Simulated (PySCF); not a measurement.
# Core-level binding energies of `[SiH3]C([SiH3])[SiH3]`

CH₁₀Si₃.
Bonds: Si1–C2, C2–Si3, C2–Si4. Hydrogens: H5, H6, H7 on Si1; H8 on C2; H9, H10, H11 on Si3; H12, H13, H14 on Si4.

Computed with PySCF 2.14.0, delta-SCF UKS SCAN, pcX-2 on the ionised atom, pcseg-1 elsewhere, spin-free X2C. Each binding energy is the total energy of the core-ionised species, with the hole localised on one atom, minus that of the ground state; both are solved self-consistently, so orbital relaxation is included.

Q: List the computed XPS lines with their assignment.

A: 
| atom(s) | environment | level | binding energy (eV) | 2p1/2 (eV) | count |
| --- | --- | --- | --- | --- | --- |
| Si1/Si3/Si4 | SiH3 silicon | Si 2p3/2 | 106.75 | 107.37 | 3 |
| C2 | sp3 carbon bound to silicon | C 1s | 289.79 | – | 1 |
| Si1/Si3/Si4 | SiH3 silicon | Si 1s | 1846.54 | – | 3 |

Q: Express the binding energy of Si 2p3/2 of Si1/Si3/Si4 in atomic units and per mole.

A: 106.75 eV = 3.9230 Eh = 10300 kJ/mol.

Q: Which photon energy gives electrons from Si 2p3/2 of Si1/Si3/Si4 a kinetic energy of 50 eV, and what is their de Broglie wavelength?

A: hν = 106.75 + 50 = 156.75 eV, recoil neglected; λ = 12.264 Å/√(E/eV) = 1.73 Å.

Atoms equivalent by their bonding share one computed value, that of the first of them. The 2p values aren't plain energy differences: one relaxed spin-free 2p hole is combined with a matrix within the shell (ground-state 2p orbital-energy differences and spin–orbit coupling). 2p3/2, the mean of its two sublevels, lies a third of the splitting below the shell's mean and 2p1/2 two thirds above it; the statistical areas are 2:1. 2p1/2 minus 2p3/2 (ligand field included): Si 0.62 eV. Geometry: PBE0-D3(BJ)/def2-SVP; no solvent, vibrations or thermal averaging.

Time: 12 s wall. Hardware: x86-64 server, one thread (shared host).
